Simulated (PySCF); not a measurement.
## Working out the ionisation energy of Sc

Sc [Ar] 3d1 4s2 (2D) → Sc+ [Ar] 3d1 4s1 (3D). All numbers are calculated (PySCF 2.14, no relativity, point nucleus, in def2-QZVPPD (11s6p5d3f2g, 93 functions)). Frozen: [Ar]. Energies in hartree (1 hartree = 27.21139 eV):

```json
{"part": "UHF", "Sc (lower)": "-759.740132", "Sc+ (upper)": "-759.543143"}
{"part": "CCSD correlation", "Sc (lower)": "-0.040075", "Sc+ (upper)": "-0.004746"}
{"part": "(T)", "Sc (lower)": "-0.001141", "Sc+ (upper)": "0.000000"}
```

What does Hartree-Fock give?

(-759.543143) − (-759.740132) = 0.196989 hartree = 5.360 eV.

What do CCSD and CCSD(T) give?

The CCSD correlation energies differ by 0.035329 hartree = 0.961 eV and the triples by 0.001141 hartree = 0.031 eV, so CCSD gives 6.321 eV and CCSD(T) 6.352 eV.

Measured between the centres of the two terms (NIST): 6.562 eV, so CCSD(T) (valence) is off by -0.210 eV.

The calculation is non-relativistic.

What remains against the reference includes basis incompleteness, the frozen core and higher excitations.
